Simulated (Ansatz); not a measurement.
Gas-phase reaction R1 → P1 + P2, each structure at its B3LYP-D3(BJ)/def2-SVP stationary point, reached from a drawn start (curvature not checked).
R1, Cl2Fe (SMILES [Cl][Fe][Cl]) (charge 0, multiplicity 5, Z-matrix in Å and degrees):
```
Fe
Cl 1 2.1517
Cl 1 2.1517 2 179.99
```
P1, ClFe (SMILES [Cl][Fe]) (charge 0, multiplicity 6):
```xyz
2

Fe    -0.00922    -0.01854    -1.09980
Cl     0.00922     0.01854     1.09980
```
P2: Cl atom, charge 0, multiplicity 2.

P less R. No zero-point or thermal terms; open shells are unrestricted; no spin–orbit coupling. The spin states of the d-block species are the ones drawn and need not be the lowest.

Cores are frozen in the correlated methods. CBS: X⁻³ extrapolation of the correlation energy, Hartree–Fock from the larger set.

Codes used: Ansatz (Gaussian basis) for Hartree–Fock, density functionals and correlated methods. Each number belongs to the level named beside it.

Question: What is the computed reaction energy (MP2/def2-SVP)?

Answer: 97.9 kcal/mol

Question: Give the reaction energy at the level B3LYP/def2-TZVPP.

Answer: 108.2 kcal/mol

Question: What reaction energy does CCSD(T)/CBS(def2-TZVPP, def2-QZVPP) give?

Answer: 110.8 kcal/mol

Ansatz is a first-principles code.
